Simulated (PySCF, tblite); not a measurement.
Compound: C4H7N3O.
Z-matrix (Å and degrees, GFN2-xTB geometry), rows numbered from 1:
```
C 
O   1  1.4146
C   2  1.3449  1  114.28
N   3  1.3464  2  124.75  1    -0.06
N   4  1.2843  3  109.12  2  -179.82
N   5  1.3260  4  108.41  3    -0.10
C   6  1.3585  5  111.20  4     0.12
C   7  1.4807  3  132.43  2    -0.74
H   1  1.0879  2  105.96  3  -179.58
H   1  1.0927  2  110.72  3    60.67
H   1  1.0927  2  110.66  3   -59.84
H   6  1.0081  5  120.93  4   179.70
H   8  1.0888  7  110.72  3   138.80
H   8  1.0862  7  109.11  3    18.43
H   8  1.0906  7  110.80  3  -100.86
```

Computed with CAM-B3LYP/def2-SVPD in PySCF (dipole) on a GFN2-xTB geometry, gas phase.

Take the most abundant isotopes and a rigid rotor. The values belong to one conformer with, in the numbering `[CH3:1][O:2][c:3]1[n:4][n:5][nH:6][c:7]1[CH3:8]`, C1–O2–C3–N4 0°.

**Question.** Give the principal moments of inertia and the rotational constants in cm⁻¹.

**Answer.** Ia = 145.65, Ib = 260.28, Ic = 399.61 u·Å²; 505379 MHz·u·Å²/I gives 3470, 1942 and 1265 MHz, that is A = 0.11574, B = 0.06477, C = 0.04219 cm⁻¹.

**Question.** What kind of rotor is it?

**Answer.** An asymmetric top. Ray's parameter κ = (2B − A − C)/(A − C) = -0.386; −1 is the prolate and +1 the oblate limit.

**Question.** Is it planar, by Δ = Ic − Ia − Ib?

**Answer.** Not planar: Δ = Ic − Ia − Ib = -6.32 u·Å². For a rigid frame Δ = −2 Σ m c², so Σ m c² = 3.16 u·Å² lies off the ab plane, practically all of it from hydrogen. The atom farthest from that plane is 1.00 Å away.

**Question.** Give the other two planar moments, Paa and Pbb, and the rms extents of the mass along the axes.

**Answer.** Paa = Σ m a² = (Ib + Ic − Ia)/2 = 257.12 and Pbb = Σ m b² = (Ia + Ic − Ib)/2 = 142.49 u·Å². With the mass M = 113.06 u, the rms extents √(P/M) along a, b and c are 1.51, 1.12, 0.17 Å.

**Question.** List the rotational levels J(Ka,Kc) to J = 5 (MHz).

**Answer.** Above 0(0,0):
J = 1: 1(0,1) 3206, 1(1,1) 4735, 1(1,0) 5412
J = 2: 2(0,2) 9439, 2(1,2) 10470, 2(1,1) 12501, 2(2,1) 17086, 2(2,0) 17266
J = 3: 3(0,3) 18409, 3(1,3) 18973, 3(1,2) 23004, 3(2,2) 26705, 3(2,1) 27534, 3(3,1) 36139, 3(3,0) 36171
J = 4: 4(0,4) 29899, 4(1,4) 30159, 4(1,3) 36720, 4(2,3) 39388, 4(2,2) 41547, 4(3,2) 49250, 4(3,1) 49458, 4(4,1) 62074, 4(4,0) 62078
J = 5: 5(0,5) 43854, 5(1,5) 43960, 5(1,4) 53353, 5(2,4) 55022, 5(2,3) 59225, 5(3,3) 65646, 5(3,2) 66407, 5(4,2) 78502, 5(4,1) 78541, 5(5,1) 94938, 5(5,0) 94938
Those of J = 1 are B + C, A + C and A + B.

**Question.** Which lines would a microwave search look for?

**Answer.** The dipole components are |μa| = 1.94 D, |μb| = 2.79 D, |μc| = 0.00 D. Intensities carry the squares of the components, which stand as 0.48 : 1.00 : 0.00 (a : b : c). Some lines, for components of 0.1 D or more:

```
type  branch         J(Ka,Kc)    MHz  lower level (cm⁻¹)
   a       Q  1(1,0) ← 1(1,1)    677               0.158
   a       Q  2(1,1) ← 2(1,2)   2031               0.349
   b       R  2(0,2) ← 1(1,1)   4705               0.158
   b       R  1(1,1) ← 0(0,0)   4735               0.000
   b       Q  2(2,0) ← 2(1,1)   4765               0.417
   b       Q  3(2,2) ← 3(1,3)   7732               0.633
   a       R  3(1,3) ← 2(1,2)   8503               0.349
   a       R  3(0,3) ← 2(0,2)   8970               0.315
   a       R  4(1,4) ← 3(1,3)  11186               0.633
   a       R  4(3,2) ← 3(3,1)  13110               1.205
   a       R  4(3,1) ← 3(3,0)  13288               1.207
```

Its GFN2-xTB frequencies are all real (lowest 33 cm⁻¹). Zero-point vibration and centrifugal distortion are left out. A rigid rotor knows nothing of internal rotation, which can split or shift real lines. Quadrupole hyperfine structure (14N) is left out.
